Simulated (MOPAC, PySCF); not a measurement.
C₆H₅F₃OSi, SMILES `C1[Si@@H](C(F)(F)F)C=CC=1C=O` (O–C–C–C torsion 180°), neutral singlet in the gas phase. 

Cartesian coordinates (Å):
```xyz
16

O      3.7064    -0.3032    -0.1266
C      2.7081    -0.4799    -0.7850
C      1.3627     0.0065    -0.3901
C      0.2537    -0.1959    -1.1466
Si    -1.1703     0.5942    -0.2120
C     -2.4520    -0.7473     0.3372
F     -1.8689    -1.7662     0.9969
F     -3.0937    -1.2750    -0.7285
F     -3.3935    -0.2265     1.1532
C     -0.0695     1.1572     1.1891
C      1.1835     0.7512     0.8895
H      2.7360    -1.0336    -1.7578
H      0.2868    -0.7387    -2.0940
H     -1.9448     1.6296    -0.9424
H     -0.3086     1.7037     2.1027
H      2.0642     0.9238     1.5144
```
Charge 0, multiplicity 1.

All levels are single points at this geometry (B3LYP-D3(BJ)/def2-SVP); Pople sets use spherical d functions. Orbital energies aren't observables, and empty levels follow the basis.

B3LYP/LANL2DZ in PySCF gives HOMO (eV) = -7.53.

### Question
Estimate the HOMO (eV) from each of these levels: B3LYP-D3(BJ)/def2-TZVP in PySCF; PBE-D3(BJ)/def2-TZVP in PySCF; B3LYP/3-21G in PySCF; BP86/6-31G* in PySCF; M06-2X/6-31G* in PySCF; PBE/6-31G* in PySCF; SVWN5/6-31G* in PySCF; HF/3-21G in PySCF; HF/6-31G* in PySCF; HF/STO-3G in PySCF; AM1 in MOPAC; PM7 in MOPAC.

### Answer

| level | HOMO (eV) |
|---|---|
| B3LYP-D3(BJ)/def2-TZVP in PySCF | -7.48 |
| PBE-D3(BJ)/def2-TZVP in PySCF | -6.26 |
| B3LYP/3-21G in PySCF | -7.14 |
| BP86/6-31G* in PySCF | -6.01 |
| M06-2X/6-31G* in PySCF | -8.58 |
| PBE/6-31G* in PySCF | -5.88 |
| SVWN5/6-31G* in PySCF | -6.01 |
| HF/3-21G in PySCF | -9.73 |
| HF/6-31G* in PySCF | -9.59 |
| HF/STO-3G in PySCF | -7.30 |
| AM1 in MOPAC | -10.23 |
| PM7 in MOPAC | -10.50 |
